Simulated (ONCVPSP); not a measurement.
# Ir, ONCV: configuration errors across variants

```json
{"Element": "Ir (Z = 77)", "Generator": "ONCVPSP 4.0.1", "Type": "optimised norm-conserving Vanderbilt (ONCV)", "Functional": "LDA (Perdew-Wang 92)", "Relativity": "fully relativistic", "Frozen core": "[Kr] 4d10 4f14", "Valence charge": "17", "Reference configuration": "5s2 5p6 5d7 6s2", "Partial waves": "5s+6s: rc 1.90 bohr, ncon 4, nbas 9, qcut 8.1 1/bohr, 2 projectors; 5p: rc 1.10 bohr, ncon 4, nbas 7, qcut 7.2 1/bohr, 2 projectors, debl 1.6 Ha; 5d: rc 2.40 bohr, ncon 5, nbas 9, qcut 5.6 1/bohr, 2 projectors, debl 2.4 Ha", "Local potential": "polynomial inside 0.70 bohr (lpopt 5, dvloc0 2 Ha)", "Core correction": "Teter function, fcfact 6, rcfact 1.15"}
```

Open shells are filled in proportion to 2j + 1.

In the p channel the program set the typed energies aside and used -1.880, 0.250 Ha (j = l + 1/2; the other j can differ).

All-electron excitation energies from the reference (eV): (1) 5s2 5p6 5d7 6s1 10.184; (2) 5s2 5p6 5d7 6s0 28.029; (3) 5s2 5p6 5d6 6s0 58.870; (4) 5s2 5p6 5d8 6s0 9.007.

A true bound ghost makes a file unfit for plane-wave use even where its test errors are small: the radial tests pick states by their node count and pass the ghost by.

Errors AE − PS in meV (a dash: test not solved or not reliable):

```csv
change,(1),(2),(3),(4),bound ghosts,GHOST(+) flags above zero
base,-0.8,-6.7,-6.4,+8.1,s,"p3/2, d5/2, p1/2, d3/2"
"core correction Teter function, fcfact 1.9, rcfact 1.15",-0.5,-5.0,-5.3,+10,s,"p3/2, d5/2, p1/2, d3/2"
d: debl 1.3,-0.8,-6.6,-6.0,+8.0,s,"p3/2, d5/2, p1/2, d3/2"
"core correction Teter function, fcfact 3.25, rcfact 1.65",-1.5,-10,-14,-0.9,s,"p3/2, d5/2, p1/2, d3/2"
s: nbas 8,-0.8,-6.7,-6.3,+8.1,s,"p3/2, d5/2, p1/2, d3/2"
"core correction Teter function, fcfact 6, rcfact 2.02",-7.9,-51,-145,-25,s,"p3/2, d5/2, p1/2, d3/2"
s: qcut 5.8,-1.9,-13,-13,+1.4,s,"p3/2, d5/2, p1/2, d3/2"
s: qcut 7.5,-1.1,-8.2,-7.8,+6.4,s,"p3/2, d5/2, p1/2, d3/2"
```

Q: Give the same row for: s: ncon 3, nbas 8.

A: -0.8, -7.0, -7.0, +7.9; bound ghosts: s; GHOST(+) flags above zero: p3/2, d5/2, p1/2, d3/2.
